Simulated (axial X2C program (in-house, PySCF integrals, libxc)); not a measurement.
**Bond lengths and stretching modes, held linear, of FSeF⁻**

Calculated with an axial X2C code built on PySCF integrals: two-component X2C with atomic mean-field Coulomb and Gaunt terms, Gaussian nuclei, basis F dyall-av3z, Se dyall-v3z with contracted cores. Spin-free rows use the one-electron spin-free X2C Hamiltonian.

Masses F 18.998, Se 79.917, F 18.998 u. States: 2c Ω = 3/2 (beyond evenly filled blocks: ω = 3/2); spin-free M_S = 1/2, Λ = 1 (beyond evenly filled blocks: π+α, π+β, π-α).

HF, 2c: energies above the lowest point

```
r(F–Se) (Å)  r(Se–F) (Å)  E (meV)
     1.9032       1.9032    19.86
     1.9032       1.9520     4.43
     1.9032       2.0008    12.42
     1.9520       1.9032     4.43
     1.9520       1.9520     0.00
     1.9520       2.0008    18.48
     1.9520       2.0496    54.42
     2.0008       1.9032    12.42
     2.0008       1.9520    18.48
     2.0008       2.0008    47.00
     2.0496       1.9520    54.42
     2.0496       2.0496   147.21
```

Problem. Fit a quadratic surface with cubic terms in each bond: where is the minimum, and what are the two stretching wavenumbers?

Solution. At HF, 2c: bonds 1.941 and 1.941 Å; harmonic stretches 349.9 and 451.0 cm⁻¹; force constants 1.6, 1.6 and coupling 0.67 mdyn/Å.

The other levels and Hamiltonians give:

| Hamiltonian | level | r(F–Se) (Å) | r(Se–F) (Å) | lower stretch (cm⁻¹) | upper stretch (cm⁻¹) |
| --- | --- | --- | --- | --- | --- |
| 2c | PBE0 | 1.954 | 1.954 | 407.2 | 444.2 |
| 2c | PBE | 1.990 | 1.990 | 392.2 | 421.4 |
| 2c | MP2 | 1.960 | 1.960 | 405.6 | 446.8 |
| spin-free | PBE0 | 1.952 | 1.952 | 408.1 | 445.4 |
| spin-free | HF | 1.939 | 1.939 | 350.5 | 452.4 |
| spin-free | PBE | 1.988 | 1.988 | 392.9 | 422.7 |
| spin-free | MP2 | 1.958 | 1.958 | 406.8 | 447.9 |

Each state is one determinant, the lowest of a limited PBE0 search; the stretches come from a fit to these few points and carry an uncertainty of a few per cent. Other orders of the atoms were not compared. MP2 freezes inner shells (threshold -2 hartree). For an anion the highest level of a functional can be positive, and the basis then holds the extra electron. The molecule was held linear; bending was not examined, so a bent shape may lie lower. Note: functional without a current term on a determinant with orbital currents, of the molecule or an atom.
